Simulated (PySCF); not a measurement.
Complete the spectrum of C6H7NO

C6H7NO.
Structure used (GFN2-xTB), in Å, numbered top down from 1:
```
atom  x, y, z in Å
O1     2.7857    0.1045    0.7518
C2     1.7810   -0.8602    0.6213
C3     0.4702   -0.2741    0.1707
C4    -0.6626   -1.0602   -0.0237
C5    -1.8279   -0.4439   -0.4401
C6    -1.8277    0.9290   -0.6469
C7    -0.6502    1.6215   -0.4265
N8     0.4675    1.0366   -0.0291
H9     2.3773    0.9534    0.5133
H10    2.1019   -1.6225   -0.1051
H11    1.6348   -1.3656    1.5883
H12   -0.6221   -2.1246    0.1491
H13   -2.7259   -1.0219   -0.6026
H14   -2.7183    1.4439   -0.9700
H15   -0.5880    2.6920   -0.5724
```

Computed with PySCF 2.14.0, density-fitted response routines, TDDFT wB97X-D/def2-SVPD, vertical, gas phase, core orbitals frozen in the response.

Orbital energies (eV): HOMO-3 -10.54, HOMO-2 -10.04, HOMO-1 -9.92, HOMO -9.19, LUMO 0.69, LUMO+1 1.01, LUMO+2 2.25.

Lowest singlets, with some entries withheld (?).

```tsv
state	λ (nm)	f	main configurations (H = HOMO, L = LUMO)
S1	228.0	?	H-1→L (98%)
S2	224.8	?	H→L (68%), H-3→L+1 (16%), H-2→L (12%)
S3	216.2	?	H-1→L+1 (99%)
S4	200.4	?	H→L+1 (85%), H-3→L (10%)
S5	185.3	?	H-2→L (55%), H→L (18%), H-2→L+1 (12%)
S6	177.3	?	H-2→L+1 (53%), H-3→L (24%), H-2→L (10%)
S7	166.8	?	H→L+2 (78%)
S8	164.3	?	H-3→L (38%), H-3→L+1 (27%), H-2→L+1 (19%)
```

(1) What stands in place of each question mark?

(2) What is the mean static polarisability from the same response equations?

(3) How far apart are S3 and S4, in eV and cm⁻¹?

(4) Where do the lowest triplets lie (Tamm–Dancoff)?

Answers

(1) 
- S1: f = 0.0033
- S2: f = 0.071
- S3: f = 0.0001
- S4: f = 0.079
- S5: f = 0.047
- S6: f = 0.0010
- S7: f = 0.0012
- S8: f = 0.556

(2) 78.6 au (11.64 Å³), with principal values 50.8, 84.9 and 100.0 au.

(3) 6.185 − 5.736 = 0.449 eV, or about 3630 cm⁻¹.

(4) T1 4.32 eV, H→L+1 (47%), H-2→L+1 (18%), H-3→L (15%); T2 4.58 eV, H→L (61%), H-2→L (21%), H→L+1 (12%); T3 4.84 eV, H-1→L (93%). E(S1) − E(T1) = +1.11 eV.

One conformer stands for the species.
